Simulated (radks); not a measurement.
Species: Ir48+. Configuration: [Ar] 3d10 4s1 (the NIST ground configuration). Calculated with a radial shooting solver on a logarithmic mesh with Libxc functionals: Dirac Kohn-Sham, PBE, spin-unpolarised, spherical densities, finite nucleus; Fermi nuclear charge, rms radius 5.4032 fm.

Unscreened Slater integrals over Kohn-Sham orbitals (eV). Large and small components are both included.

\begin{tabular}{lr}
integral & value \\ \hline
F0(4s1/2,4s1/2) & 66.140 \\
F0(4s1/2,3d5/2) & 82.731 \\
G2(4s1/2,3d5/2) & 7.9945 \\
F0(4s1/2,3d3/2) & 83.134 \\
G2(4s1/2,3d3/2) & 7.8939 \\
F0(4s1/2,3p3/2) & 81.058 \\
G1(4s1/2,3p3/2) & 8.4177 \\
F0(3d5/2,3d5/2) & 145.20 \\
F2(3d5/2,3d5/2) & 74.573 \\
F4(3d5/2,3d5/2) & 48.117 \\
F0(3d5/2,3d3/2) & 147.05 \\
F2(3d5/2,3d3/2) & 75.149 \\
G2(3d5/2,3d3/2) & 73.657 \\
G4(3d5/2,3d3/2) & 47.503 \\
F0(3d5/2,3p3/2) & 134.73 \\
F2(3d5/2,3p3/2) & 64.493 \\
G1(3d5/2,3p3/2) & 68.611 \\
G3(3d5/2,3p3/2) & 45.818 \\
F0(3d3/2,3d3/2) & 149.00 \\
F2(3d3/2,3d3/2) & 75.844 \\
F0(3d3/2,3p3/2) & 136.17 \\
F2(3d3/2,3p3/2) & 64.277 \\
G1(3d3/2,3p3/2) & 67.255 \\
G3(3d3/2,3p3/2) & 44.904 \\
F0(3p3/2,3p3/2) & 128.62 \\
F2(3p3/2,3p3/2) & 64.168 \\
\end{tabular}
